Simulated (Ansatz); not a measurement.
Z-matrix (Å, degrees):
```
C
O 1 1.2691
H 2 0.9814 1 115.84
H 1 1.0978 2 111.11 3 -179.99
B 1 1.5594 4 118.90 2 -179.99
H 5 1.1884 1 117.89 4 88.45
H 5 1.1884 6 124.15 1 176.81
```
Charge +1, spin multiplicity 1.

These are frozen-core CCSD(T)/cc-pVTZ // TPSSh-D3(BJ)/def2-TZVP (Ansatz, an electronic-structure program) values and carry that method's errors.

| Item | Value |
|---|---|
| HF energy | -139.47482 Ha |
| MP2 correlation energy | -0.46975 Ha |

Problem. Estimate the CCSD correlation energy, the (T) correction, the total energy and the T1 diagnostic.

Solution. 
```yaml
CCSD correlation energy: -0.49837 Ha
"(T) correction": -0.01855 Ha
CCSD(T) total energy: -139.99174 Ha
T1 diagnostic: 0.018
```
